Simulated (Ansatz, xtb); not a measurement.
HOSeSn+: which of two structures lies lower

Structure a is `[SeH][O+]=[Sn]`, a singlet and structure b is a singlet given by its coordinates. Both are isolated ions in the gas phase, relaxed with PBE0-D4/def2-TZVP; the shapes shown needn't be the lowest conformers.

a (Å):

```yaml
atoms:
  - { symbol: O, position_ang: [-1.2398, 0.0562, 1.1805] }
  - { symbol: Se, position_ang: [0.3558, -0.4884, 0.5633] }
  - { symbol: Sn, position_ang: [-2.7833, 0.8140, 1.9432] }
  - { symbol: H, position_ang: [-0.2044, -1.6336, -0.1779] }
```

b (Å):

```xyz
4

O     0.4466    0.3713   -0.9909
Se    0.3655   -0.3988    0.6461
Sn   -1.3126   -0.4433   -1.4768
H     1.0950   -1.6474    0.3150
```

Close contacts (Å): O1–Se2 1.81, O1–Sn3 2.00, Se2–Sn3 2.71, Se2–H4 1.48.

Quicker runs give these differences E(b) − E(a): GFN2-xTB +8.6 kJ/mol; HF/STO-3G −6.5 kJ/mol (at GFN2-xTB geometries); r2SCAN-D4/def2-SVP −16.6 kJ/mol (at GFN2-xTB geometries).

Problem. Estimate which is lower in electronic energy at CCSD(T)/def2-TZVPP, and by roughly how much.

Solution. The CCSD(T)/def2-TZVPP calculation puts structure b lower, by 16.9 kJ/mol.

How the difference moves with the method:

```tsv
level	geometry	E(b) − E(a) (kJ/mol)	departure from the last row (kJ/mol)	job, with rough time for the two
GFN2-xTB	GFN2-xTB	+8.6	+25.5	optimisation, 1.5 s
HF/STO-3G	GFN2-xTB	−6.5	+10.3	single point, 5.9 s
r2SCAN-D4/def2-SVP	GFN2-xTB	−16.6	+0.3	single point, 8.7 s
PBE0-D4/def2-TZVP	PBE0-D4/def2-TZVP	−19.8	−2.9	optimisation, 1.8 min
HF/def2-TZVPP	PBE0-D4/def2-TZVP	+18.3	+35.2	part of the CCSD(T) run
MP2/def2-TZVPP	PBE0-D4/def2-TZVP	−23.4	−6.5	part of the CCSD(T) run
CCSD(T)/def2-TZVPP	PBE0-D4/def2-TZVP	−16.9		single point, 2.3 min
```

GFN2-xTB, HF/def2-TZVPP put the two in the other order. The largest departure from CCSD(T)/def2-TZVPP is that of HF/def2-TZVPP, 35.2 kJ/mol.

With harmonic frequencies from PBE0-D4/def2-TZVP (ideal gas, rigid rotor, one conformer each, 298.15 K, 1 atm): on the last row, ΔE + ΔZPE = −14.6, ΔH = −16.5, ΔG = −13.4 kJ/mol.

The T1 diagnostic of structure a is large, so the coupled-cluster value is less sure. The correlated steps freeze 14 core orbitals; the filled d shell of Se and Sn is correlated, in a basis made for valence electrons. Atoms past krypton carry core potentials in the def2 sets, other sets are all-electron and non-relativistic, and no spin–orbit term is included. Mirror images aren't counted in ΔG. Programs: Ansatz 0.2.0, xtb 6.7.1; the last row on 2 threads of Intel(R) Xeon(R) Processor @ 2.50GHz (Skylake/Cascade Lake) on a shared host.
